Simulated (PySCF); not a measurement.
**Electron correlation in Zn⁺ (zinc, charge +1)**

[Ar] 3d10 4s1, 2S determinant. Computed with PySCF 2.14 in def2-SVP, with no relativity, point nucleus. Frozen: [Ar]; 11 electrons correlated.

MP2 pair energies summed by pair of shells (mhartree):

| pair | energy | share (%) |
| --- | --- | --- |
| 3d-3d | -250.61 | 96.9 |
| 3d-4s | -8.07 | 3.1 |

Total MP2 correlation energy: -258.68 mhartree.

Same-spin part -99.33 and opposite-spin part -159.36 mhartree; SCS-MP2 scales them by 1/3 and 6/5 to -224.34 mhartree.

```csv
level,correlation energy (mhartree)
CCSD,-239.12
(T),-6.13
CCSD(T),-245.25
```

Diagnostics: T1 = 0.0065, D1 = 0.0101, largest double amplitude 0.029.

Cost of the coupled-cluster step: 0.28 s of wall time on 1 thread of Neoverse-V1 (shared host), for 11 correlated electrons.

Iterations:

```
CC2 = 0
CCSD nocc = (np.int64(6), np.int64(5)), nmo = (22, 22)
frozen orbitals [[0, 1, 2, 3, 4, 5, 6, 7, 8], [0, 1, 2, 3, 4, 5, 6, 7, 8]]
max_cycle = 100
direct = 0
conv_tol = 1e-08
conv_tol_normt = 1e-06
diis_space = 8
diis_start_cycle = 0
Init t2, MP2 energy = -0.258682940344519
Init E_corr(UCCSD) = -0.258682940374504
cycle = 1  E_corr(UCCSD) = -0.233062324928949  dE = 0.0256206154  norm(t1,t2) = 0.0518646
cycle = 2  E_corr(UCCSD) = -0.240534616112003  dE = -0.00747229118  norm(t1,t2) = 0.0170926
cycle = 3  E_corr(UCCSD) = -0.238983769197133  dE = 0.00155084691  norm(t1,t2) = 0.0055989
cycle = 4  E_corr(UCCSD) = -0.239121938992758  dE = -0.000138169796  norm(t1,t2) = 0.00101016
cycle = 5  E_corr(UCCSD) = -0.239126554139977  dE = -4.61514722e-06  norm(t1,t2) = 5.36118e-05
cycle = 6  E_corr(UCCSD) = -0.239124178130473  dE = 2.3760095e-06  norm(t1,t2) = 7.92455e-06
cycle = 7  E_corr(UCCSD) = -0.239124503287307  dE = -3.25156834e-07  norm(t1,t2) = 1.56297e-06
cycle = 8  E_corr(UCCSD) = -0.239124521595158  dE = -1.83078504e-08  norm(t1,t2) = 1.98655e-07
cycle = 9  E_corr(UCCSD) = -0.239124516352131  dE = 5.24302726e-09  norm(t1,t2) = 4.63288e-08
UCCSD converged
E(UCCSD) = -1777.524249258038  E_corr = -0.2391245163521305
UCCSD(T) correction = -0.00612696860070122
```
